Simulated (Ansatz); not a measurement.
Start from `COC[SiH2]F` and change one atom or group to get `COC[SiH2]O`.

Ansatz, PBE0-D4/def2-TZVP geometries, multiplicity 1. Each molecule was computed in one conformer, which needn't be the lowest.

```csv
property,`COC[SiH2]F`
HOMO–LUMO gap (PBE0/def2-TZVPP) / eV,7.54
HOMO energy (PBE/def2-TZVPP) / eV,-5.75
HOMO energy (ωB97M-V/def2-TZVPP) / eV,-9.58
HOMO–LUMO gap (ωB97M-V/def2-TZVPP) / eV,11.54
size of the dipole moment (B3LYP/def2-TZVPP) / D,2.35
HOMO energy (B3LYP/def2-TZVPP) / eV,-7.03
```

Q: Give the same properties after the change, and the shifts. (Best estimate.)

A: The calculation gave: 
```json
{"property": "HOMO–LUMO gap (PBE0/def2-TZVPP) / eV", "`COC[SiH2]O`": "7.52", "shift": "-0.02"}
{"property": "HOMO energy (PBE/def2-TZVPP) / eV", "`COC[SiH2]O`": "-5.82", "shift": "-0.07"}
{"property": "HOMO energy (ωB97M-V/def2-TZVPP) / eV", "`COC[SiH2]O`": "-9.61", "shift": "-0.03"}
{"property": "HOMO–LUMO gap (ωB97M-V/def2-TZVPP) / eV", "`COC[SiH2]O`": "11.50", "shift": "-0.04"}
{"property": "size of the dipole moment (B3LYP/def2-TZVPP) / D", "`COC[SiH2]O`": "1.91", "shift": "-0.44"}
{"property": "HOMO energy (B3LYP/def2-TZVPP) / eV", "`COC[SiH2]O`": "-7.08", "shift": "-0.05"}
```

Dipoles are sizes alone; their direction can turn.

B3LYP here is the variant with VWN-RPA as its local correlation; programs differ in this.
